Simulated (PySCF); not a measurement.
Zn(OMe)(SH) (CH₄OSZn), SMILES C[O][Zn][SH]. The structure is a stationary point at PBE-D3(BJ)/def2-SVP. The structure was generated by enumeration; whether it is a known compound was not checked. Other conformers were not sampled.

**Question.** Give the equilibrium geometry at PBE-D3(BJ)/def2-SVP (PySCF confirms it by a frequency run) as a Z-matrix. (An estimate is asked for; the answer gives what the named calculation found.)

**Answer.** One answer among several that fit: 
```
O
C 1 1.4040
H 2 1.1150 1 108.92
H 2 1.1190 3 106.38 1 123.20
H 2 1.1192 3 106.35 4 113.60
Zn 1 1.7867 2 124.39 3 179.96
S 6 2.1727 1 174.02 2 -172.07
H 7 1.3648 6 92.04 1 -97.54
```
